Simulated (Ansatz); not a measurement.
System: CH₃Se (charge 0, doublet). It need not be the lowest isomer of its formula. 
Structure (B3LYP-D3(BJ)/def2-TZVP (Ansatz, an electronic-structure program) minimum search):
```xyz
5

C      0.7415    -1.2865    -0.3234
Se    -0.2139     0.3661     0.0914
H      1.7858    -1.1116    -0.0572
H      0.6798    -1.5062    -1.3862
H      0.3576    -2.1092     0.2745
```
Charge 0, spin multiplicity 2.

Computed values are from Ansatz. Correlated levels leave the core frozen unless marked. UHF or UKS for open shells. No spin-orbit coupling. Frozen are the shells of the preceding noble gas and the d and f shells that filled before the atom's block. No relativistic terms. CBS(X,Y): correlation extrapolated as X^-3; Hartree-Fock from the larger set. The bracket is a focal-point correction in the basis named.

Problem. What is the atomisation energy De at CCSD(T)/CBS(cc-pVTZ,cc-pVQZ)?

Solution. 1558.9 kJ/mol.

Problem. What is the dipole moment at CCSD(T)/aug-cc-pVDZ?

Solution. 1.49 D.

Problem. What is the vertical electron affinity (to the singlet; negative means unbound) at RI-MP2/CBS(aug-cc-pVTZ,aug-cc-pVQZ)+[CCSD(T)-MP2]/aug-cc-pVTZ?

Solution. 1.93 eV.

Problem. What is the vertical ionisation energy (to the triplet) at RI-MP2/CBS(aug-cc-pVTZ,aug-cc-pVQZ)+[CCSD(T)-MP2]/aug-cc-pVTZ?

Solution. 8.89 eV.

Problem. What is the total energy at CCSD(T)/CBS(cc-pVTZ,cc-pVQZ)?

Solution. -2439.8972 Eh.
